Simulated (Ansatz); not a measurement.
Ansatz (an electronic-structure program) job for CH₁₀N₂Si₃, SMILES N[Si@@]1([SiH3])NC[SiH2]1, PBE0/def2-SVPD. Coordinates come from a PBE0-D3(BJ)/def2-SVP optimisation. The structure was generated by enumeration; whether it is a known compound was not checked. The values are those of a single conformer.

Ansatz 0.2 input:
```yaml
crystal:
  periodic: [false, false, false]
  atoms:
    - {symbol: N, position_ang: [0.38341339, 1.58604242, 1.55822164]}
    - {symbol: Si, position_ang: [0.17016249, 0.33354326, 0.39289487]}
    - {symbol: Si, position_ang: [2.31863122, -0.54588426, 0.00255556]}
    - {symbol: N, position_ang: [-1.06792562, -0.81924066, 0.82230803]}
    - {symbol: C, position_ang: [-1.97583039, -1.05075907, -0.29963740]}
    - {symbol: Si, position_ang: [-1.30937502, 0.35553350, -1.43755637]}
    - {symbol: H, position_ang: [1.28606309, 2.00981173, 1.73301412]}
    - {symbol: H, position_ang: [-0.38275534, 2.18857610, 1.83730775]}
    - {symbol: H, position_ang: [2.24010889, -1.58587444, -1.07133138]}
    - {symbol: H, position_ang: [2.89125156, -1.19037396, 1.22937307]}
    - {symbol: H, position_ang: [3.28356306, 0.51065794, -0.44707640]}
    - {symbol: H, position_ang: [-1.12274656, -1.43475141, 1.62812005]}
    - {symbol: H, position_ang: [-3.04097605, -0.93490845, -0.02555968]}
    - {symbol: H, position_ang: [-1.86264473, -2.04591454, -0.77056129]}
    - {symbol: H, position_ang: [-2.26613725, 1.49876263, -1.58368403]}
    - {symbol: H, position_ang: [-0.89102035, -0.08373872, -2.80600259]}
basis:
  gaussian:
    orbitals: def2-SVPD
hamiltonian:
  xc: {name: PBE0}
```

Program output:

```
WARN ansatz: RAYON_NUM_THREADS=2 ignored (pool sized by the plan → 2); use --threads N
Functional definition: PBE0
integrals: 0.20 GiB planned
1894 factors; their error is unknown
mean field: 1.65 GiB planned
mean field evaluation 1: about -27778.7995 eV, gradient 6.8e1 eV
mean field evaluation 2: about -27760.7555 eV, gradient 1.1e2 eV
mean field evaluation 4: about -27788.5629 eV, gradient 6.9e0 eV
mean field evaluation 8: about -27788.6655 eV, gradient 3.9e-1 eV
mean field evaluation 16: about -27788.8435 eV, gradient 1.9e-4 eV
mean field -27788.84350909 eV, -1021.2211630043 hartree, gradient 2.8e-5 eV, S^2 0.000000; 0 other end points of the search recorded, 0 dependent functions left out
reference -27788.84355410 eV, -1021.2211646585 hartree; 36, 36 occupied and 176, 176 virtual orbitals, 1894 factors
Total energy: -27788.84355410 eV, -1021.2211646585 hartree
```

The calculation finished and met its thresholds.

Cost: roughly 10 core-seconds.
